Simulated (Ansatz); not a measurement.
C3H6BF3O (`CC(C)=[O+][B-](F)(F)F`). Total charge 0; spin multiplicity 1.

Cartesian coordinates in Å:
```
C 1.189 -0.048 -0.590
C -0.028 -0.470 0.148
C -0.132 -1.871 0.625
O -0.960 0.297 0.392
B -1.027 1.899 -0.054
F -2.194 2.300 0.486
F 0.091 2.444 0.510
F -0.999 1.863 -1.418
H 0.904 0.503 -1.487
H 1.737 0.660 0.039
H 1.825 -0.896 -0.833
H -0.113 -2.540 -0.241
H -1.043 -2.025 1.199
H 0.749 -2.116 1.224
```

Task: List the harmonic frequencies (cm⁻¹, unscaled) at PBE0-D4/def2-TZVP in Ansatz. (An estimate is asked.)

Result: The calculation gave: 46, 88, 108, 160, 169, 265, 298, 333, 417, 481, 483, 534, 626, 639, 841, 856, 874, 968, 1082, 1113, 1244, 1276, 1323, 1376, 1392, 1447, 1449, 1460, 1482, 1742, 3054, 3067, 3118, 3138, 3182, 3187.

Task: Is this a minimum?

Result: Yes, all 36 modes are real.

Task: Give the ideal-gas thermochemistry at 298.15 K and 1 bar (rigid rotor, harmonic oscillator; point group C1, symmetry number 1).

Result: Zero-point energy 259.1 kJ/mol; H(298) − E = 285.9 kJ/mol; entropy 396.5 J/(mol·K), of which translation 169.2, rotation 119.0, vibration 108.3; G(298) − E = 167.7 kJ/mol. Modes under 100 cm⁻¹ are hindered rotations or soft bends, so the harmonic entropy is rough.

Task: And at 400, 500, 600, 800 and 1000 K?

Result: 
```tsv
T (K)	H − E (kJ/mol)	S (J/mol/K)	G − E (kJ/mol)
400	301.7	441.7	125.0
500	319.7	481.8	78.8
600	339.8	518.5	28.8
800	385.1	583.4	-81.6
1000	435.2	639.2	-204.0
```
